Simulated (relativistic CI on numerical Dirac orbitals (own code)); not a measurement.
**Sensitivity of the levels of Dy⁸⁺ to α and to the nuclear radius**

Method of calculation: Dirac-Coulomb-Breit CI, separate exchange-only KLI orbitals for each configuration, derivatives by finite differences, unscaled Slater integrals, QED left out (own radial code, finite nucleus).

CI space (outside the closed core [Kr] 4d10 5s2): 4f8 5p2, 4f9 6s. The list is cut by size and lacks configurations that can hold low levels.

With x = (α/α₀)² − 1 an excitation energy changes as ω = ω₀ + qx; K = 2q/ω₀ is the relative enhancement. Terms are leading LS components, so labels can repeat. The field-shift factor is F = δν/δ⟨r²⟩ for the transition from the lowest level.

Lowest level 4f8 5p2 9D_6.

```tsv
Level	ω₀ (cm⁻¹)	q (cm⁻¹)	K	F (GHz/fm²)
4f8 5p2 9D_5	4737.8	1437	0.607	0.222
4f8 5p2 9G_4	6810.6	1559	0.458	0.326
4f8 5p2 9G_3	7798.5	3309	0.849	0.327
4f8 5p2 9G_2	8106.2	4745	1.17	0.298
4f8 5p2 9G_0	8178.9	6376	1.56	0.261
4f8 5p2 9G_1	8181.5	5854	1.43	0.274
4f8 5p2 7P_4	30172.7	-5242	-0.347	0.669
4f8 5p2 9G_6	33706.5	44300	2.63	-3.55
4f8 5p2 9D_5	33850.4	53360	3.15	-4.06
4f8 5p2 9D_4	36380.3	55380	3.04	-4.09
4f8 5p2 7F_6	37885.8	1319	0.0696	0.157
4f8 5p2 9G_7	38439.7	48670	2.53	-4.04
4f8 5p2 7K_10	38629.7	-5458	-0.283	0.954
4f8 5p2 7D_3	38647.8	21140	1.09	-0.895
4f8 5p2 7H_5	40218.8	-1824	-0.0907	0.732
4f8 5p2 7H_4	40964.1	-3601	-0.176	0.877
4f8 5p2 7K_9	41009.7	-3309	-0.161	1
4f8 5p2 9D_3	41059.0	36270	1.77	-2.32
4f8 5p2 7F_2	41306.2	4476	0.217	0.434
4f8 5p2 7M_6	41974.8	-3524	-0.168	1.05
4f8 5p2 7M_7	41981.9	-2901	-0.138	0.889
4f8 5p2 7M_8	42094.7	-3205	-0.152	1.05
4f8 5p2 7H_3	42435.8	1634	0.077	0.748
```

At this charge configurations can still be misplaced by up to about 7 % of their energy. Terms inside the open d or f shell come out 10 to 20 % too wide with unscaled integrals. Levels and lines within the n = 5 or 6 shells can be off by up to 10 % or somewhat more, and those that change n by about 2 %, since core polarisation is missing.
